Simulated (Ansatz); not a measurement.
`N#[C][GaH][OH]` + H₂ → `N#[C][GaH2]` + H₂O at 500 K and 1 bar (hydrogenolysis of a Ga–O bond).

Calculated with Ansatz (gas phase, PBE0-D4/def2-TZVP geometries, no zero-point term in ΔE). CBS: MP2 limit from def2 TZ/QZ plus the TZ coupled-cluster correction, frozen cores. This one scheme is used for every species. For Ga outer-core shells are correlated without core-valence functions, which leaves a few kJ/mol of doubt a bond. Scalar relativity is left out up to krypton. Each species was taken in one conformer, which may not be the lowest.

| species | CCSD(T)/CBS energy (Eh) | H − E (kJ/mol) | S (J/(mol·K)) |
| --- | --- | --- | --- |
| `N#[C][GaH][OH]` | -2093.08647 | 110.2 | 361.6 |
| H₂ | -1.17544 | 41.0 | 145.5 |
| `N#[C][GaH2]` | -2017.86565 | 84.2 | 317.9 |
| H₂O | -76.37941 | 73.2 | 206.3 |

H − E and S are ideal-gas, rigid-rotor, harmonic terms from PBE0-D4/def2-TZVP, for one conformer and one mirror image of each species. The MP2-based limit puts H₂ 0.8 mEh under its directly extrapolated value; such offsets cancel only in part. 1 Eh = 2625.50 kJ/mol, R = 8.31446 J/(mol·K).

Problem. By hand: ΔE, ΔH, ΔS and ΔG.

Solution. ΔE = (-2017.86565) + (-76.37941) − (-2093.08647) − (-1.17544) = 0.01685 Eh = 44.2 kJ/mol. Δ(H − E) = 84.2 + 73.2 − 110.2 − 41.0 = 6.2, so ΔH = 50.4 kJ/mol. ΔS = 317.9 + 206.3 − 361.6 − 145.5 = 17.1 J/(mol·K). ΔG = 50.4 − 500 × (17.1)/1000 = 41.8 kJ/mol.

Problem. By hand: the equilibrium constant, and the temperature at which ΔG would vanish if ΔH and ΔS stayed fixed.

Solution. log₁₀ K = −ΔG/(RT ln 10) = -4.4. ΔG = 0 at ΔH/ΔS = 2947 K, far beyond where these terms or the molecules hold.

ΔH outweighs TΔS. A doubt of 5 kJ/mol in ΔE shifts log₁₀ K by 0.5 here. Other conformers and mirror images would add mixing entropy, several J/(mol·K) or more a flexible species. These are equilibria of isolated gas molecules and say nothing of rates. Largest T1 diagnostic: 0.015 (customary marks: 0.02 for closed shells, 0.045 for open ones).
